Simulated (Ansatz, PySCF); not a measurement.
H$_{9}$PSi$_{3}$, charge -1, doublet, geometry from GFN2-xTB (a state made from the parent by changing its charge; the spin is typed, not shown lowest) (in this run its highest filled SCF level lies above zero, so its values depend strongly on the basis, on diffuse functions most of all). Base run: B3LYP5/STO-3G run with PySCF.

Geometry (Å):
```xyz
13

Si    -0.6870     1.6557    -0.8846
P      0.4090    -0.2202    -0.7239
Si     1.5338     0.0878     1.5279
Si    -1.1834    -1.5567    -0.0742
H      0.0178     2.5353    -1.8266
H     -0.8637     2.4337     0.3587
H     -2.0476     1.4740    -1.4167
H      2.6546     0.8822     0.9949
H      1.9816    -1.3163     1.5882
H      1.6063     0.4521     2.9861
H     -0.8410    -2.9281    -0.4739
H     -2.4802    -1.2476    -0.6972
H     -1.4514    -1.5988     1.3773
```
Charge -1, spin multiplicity 2.
Orbitals are unrestricted.
All else is at PySCF's defaults.

The same geometry, method and basis name were run in Ansatz (an electronic-structure program) and PySCF, at each program's defaults and at the settings that a row names. The base is PySCF at its defaults. Differences at the defaults can come from grids, fitting, cores and function types together.

| code and settings | ΔE vs base (µEh) | basis functions | E (Eh) | SCF cycles |
|---|---|---|---|---|
| PySCF, defaults (exact integrals, its default grid, spherical functions) | 0.0 | 45 | -1200.89693 | 9 |
| Ansatz, defaults (factorised integrals, its default grid, spherical functions) | 5.4 | 45 | -1200.89692 | - |
| PySCF, density fitting with def2-universal-jkfit | -2743 | 45 | -1200.89967 | 9 |
| PySCF, fine grid | 3.8 | 45 | -1200.89692 | 9 |
| Ansatz, high accuracy | 2.4 | 45 | -1200.89693 | - |

Open shells are given as the SCF converged; they aren't shown to be the lowest states, and a large step between rows can be another state.
